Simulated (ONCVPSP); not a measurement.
**W: one change to an ONCV potential, before and after**

W, optimised norm-conserving Vanderbilt (ONCV), made with ONCVPSP 4.0.1 (LDA (Perdew-Wang 92), fully relativistic). Core [Kr] 4d10 4f14, reference 5s2 5p6 5d4 6s2. Waves: 5s+6s: rc 1.80 bohr, ncon 4, nbas 9, qcut 8.4 1/bohr, 2 projectors; 5p: rc 1.75 bohr, ncon 4, nbas 7, qcut 7.1 1/bohr, 2 projectors, debl 0.7 Ha; 5d: rc 2.90 bohr, ncon 5, nbas 10, qcut 6.1 1/bohr, 1 projector. Local part: polynomial inside 1.20 bohr (lpopt 3, dvloc0 1 Ha). Core correction: Teter function, fcfact 3.75, rcfact 1.45.

Open shells are filled in proportion to 2j + 1.

In the p channel the program set the typed energies aside and used -1.493, 0.250 Ha (j = l + 1/2; the other j can differ).

Change: all radii but the core radius scaled by about 0.92 (s 1.66, p 1.62, d 2.68 bohr); local potential polynomial inside 1.12 bohr (lpopt 3, dvloc0 1 Ha).

Cutoffs: the cutoffs (Ha) at which the residual kinetic energy of the hardest occupied pseudo-wave falls to 1 and 0.1 mHa per electron; they do not see the model core or the augmentation charge, which bear on the density cutoff. Errors are all-electron minus pseudo energies relative to the spin-unpolarised reference configuration.

Q: Predict the effect on cutoff, ghosts and configuration errors.

A: The potential gets harder (21 Ha and 25 Ha → 23 Ha and 28 Ha); of the 4 tests that both files solve, the error grows in 0 and shrinks in 2 by more than 15 % and 0.3 meV (median size 0.9 → 0.5 meV); neither file shows a bound ghost. A smaller radius makes the pseudo-wave follow the all-electron one further in, where it bends more sharply, so more plane waves are needed.

| quantity | base | changed |
| --- | --- | --- |
| cutoff, loose | 21 Ha | 23 Ha |
| cutoff, tight | 25 Ha | 28 Ha |
| loose cutoff by channel | s 21 Ha, p 17 Ha, d 12 Ha | s 23 Ha, p 20 Ha, d 13 Ha |
| bound ghosts | none | none |
| GHOST(+) flags under 300 eV | s at 247.7 eV | s at 225.6 eV |
| error for 5s2 5p6 5d4 6s1, meV [ΔE 9.13 eV] | 0.0 | +0.3 |
| error for 5s2 5p6 5d4 6s0, meV [ΔE 25.15 eV] | -1.6 | +0.7 |
| error for 5s2 5p6 5d3 6s0, meV [ΔE 50.84 eV] | -6.4 | -2.4 |
| error for 5s2 5p6 5d4 6s1 6p1, meV [ΔE 4.53 eV] | -0.2 | +0.1 |
| rms error of d²Exc/dni dnj with the model core, mHa | 3.64 | 3.71 |
